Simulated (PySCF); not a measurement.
Dipole response of Hf(2+) (hafnium, charge +2)

[Xe] 4f14 5d2, high-spin 3F determinant. Computed with PySCF 2.14 in x2c-TZVPPall with one added diffuse shell each of s, p, d, f type (12s8p8d4f1g, 113 functions), with the spin-free X2C one-electron Hamiltonian (Gaussian nucleus). Coupled (time-dependent) response in atomic units; α is the mean over directions.

```csv
method,mean α (bohr³),C₆ (like pair),S(−4)
PBE0,15.51,80.10,204.5
```

S(−4) is the Cauchy moment in α(ω) = α(0) + S(−4) ω² + …

Spin-orbit coupling is absent.

α(iu) at PBE0:

| u (hartree) | α(iu) (bohr³) |
| --- | --- |
| 0 | 15.51 |
| 0.0500 | 15.03 |
| 0.100 | 13.85 |
| 0.200 | 11.17 |
| 0.300 | 9.153 |
| 0.500 | 6.699 |
| 0.750 | 4.954 |
| 1.00 | 3.856 |
| 1.50 | 2.538 |
| 2.00 | 1.783 |
| 3.00 | 0.9985 |
| 5.00 | 0.4290 |

A single London oscillator, α(iu) = α/(1 + u²/ω²), gives C₆ = (3/4) ω α². Matching the computed C₆ needs ω = 4 × 80.10 / (3 × 15.51²) = 0.444 hartree.

For an ion, C₆ is the dispersion term alone; charge-induced terms of lower order in 1/R come first.

Spin-orbit coupling, absent here, splits the open shell strongly.
